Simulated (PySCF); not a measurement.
# Working with the constants of GeCl

UHF-CCSD(T) constants of GeCl, ²Π (doublet), unpaired electrons π ↑ (Ge def2-TZVPP, Cl def2-TZVPP; no relativity (PySCF 2.14); masses 73.9212 and 34.9689 u):

| Property | Result |
| --- | --- |
| ωe | 413.6 cm⁻¹ |
| ωexe | 1.27 cm⁻¹ |
| Be | 0.15005 cm⁻¹ |
| αe | 0.000692 cm⁻¹ |
| D (centrifugal) | 7.9e-08 cm⁻¹ |
| De to Ge + Cl | 3.91 eV |

Q: Give the vibrational terms G(v) and spacings up to v = 6.

A: G(v) = ωe(v+½) − ωexe(v+½)².

| v | G(v) (cm⁻¹) | G(v) − G(v−1) | Bv (cm⁻¹) |
| --- | --- | --- | --- |
| 0 | 206.5 |  | 0.1497 |
| 1 | 617.5 | 411.1 | 0.1490 |
| 2 | 1026.1 | 408.5 | 0.1483 |
| 3 | 1432.0 | 406.0 | 0.1476 |
| 4 | 1835.5 | 403.4 | 0.1469 |
| 5 | 2236.4 | 400.9 | 0.1462 |
| 6 | 2634.7 | 398.4 | 0.1456 |

Q: How well does the Morse estimate ωe²/(4ωexe) reproduce De, and what is D0?

A: It gives 4.18 eV, 107 % of the computed De. D0 = De − G(0) = 3.91 − 0.03 = 3.88 eV.

Correlated steps freeze 14 core orbitals. Spin–orbit coupling is left out. The state is the lowest determinant that a PBE0 search found; another state may lie lower at other levels.
